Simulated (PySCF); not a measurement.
**A ladder of Hamiltonians for Nd⁴⁶⁺ (neodymium, charge +46)**

Occupied: 1s1/2, 2s1/2, 2p1/2, 2p3/2, 3s1/2, 3p1/2. Hartree-Fock calculated with PySCF 2.14 in an uncontracted even-tempered set (17 s from 4.9 bohr⁻², ratio 2.7; 13 p from 5.9 bohr⁻², ratio 2.7), Gaussian nucleus throughout. NR is non-relativistic, sf-X2C the spin-free one-electron X2C Hamiltonian, X2C adds the bare one-electron spin-orbit term, X2C-SNSO screens it by Boettger's factors, DC is four-component Dirac-Coulomb, and the Gaunt and Breit terms are added at first order (total energies over the DC spinors, levels after relaxing the spinors in that mean field). QED terms are absent. Levels marked empty are virtual spinors of this ion; the basis has s and p functions only, so 3d, which can lie below the n = 4 levels, is absent.

```json
{"Hamiltonian": "X2C", "E (hartree)": "-7591.9425"}
{"Hamiltonian": "X2C-SNSO", "E (hartree)": "-7591.3892"}
{"Hamiltonian": "DC", "E (hartree)": "-7594.0502"}
{"Hamiltonian": "DC+Gaunt", "E (hartree)": "-7586.2398"}
{"Hamiltonian": "DC+Breit", "E (hartree)": "-7586.9506"}
```

```tsv
level (eV)	X2C	X2C-SNSO	DC	DC+Gaunt	DC+Breit
1s1/2	-46878.1	-46878.9	-46921.4	-46798.0	-46806.4
2s1/2	-10132.9	-10133.2	-10138.7	-10125.9	-10126.8
2p1/2	-9784.4	-9770.1	-9772.7	-9750.8	-9753.1
2p3/2	-9214.0	-9219.6	-9223.6	-9208.7	-9210.9
3s1/2	-4012.4	-4012.5	-4013.8	-4010.6	-4011.0
3p1/2	-3895.6	-3892.1	-3892.7	-3887.2	-3888.0
3p3/2 (empty)	-3660.2	-3661.7	-3662.5	-3658.9	-3659.6
4s1/2 (empty)	-2068.9	-2068.9	-2069.4	-2068.2	-2068.4
```

Problem. How large are the two-electron picture-change error of X2C and the Breit correction in the total energy?

Solution. X2C-1e lies 2.1076 hartree above Dirac-Coulomb; Gaunt adds 7.8104 and the full Breit term 7.0995 hartree.

```csv
interval (eV),X2C,X2C-SNSO,DC,DC+Gaunt,DC+Breit
2p3/2 − 2p1/2,570.4,550.5,549.1,542.1,542.2
```

Weight of the small component: 1s1/2 0.0496, 2s1/2 0.0112, 2p1/2 0.0111, 2p3/2 0.0104, 3s1/2 0.00421, 3p1/2 0.00416, 3p3/2 0.00394, 4s1/2 0.00195.

Koopmans' value for the highest occupied level at DC+Breit: 3888.0 eV, against an ionisation energy of 3891 ± 4 eV (theoretical estimate listed by NIST; NIST Atomic Spectra Database, ionization energies); the former lacks relaxation, correlation, QED and recoil.

The whole ladder took 110 s of wall time on 1 thread of Neoverse-N1 (shared host), launched as `OMP_NUM_THREADS=1 python relrun2.py TASK.json OUT` (a driver that calls PySCF for each Hamiltonian).
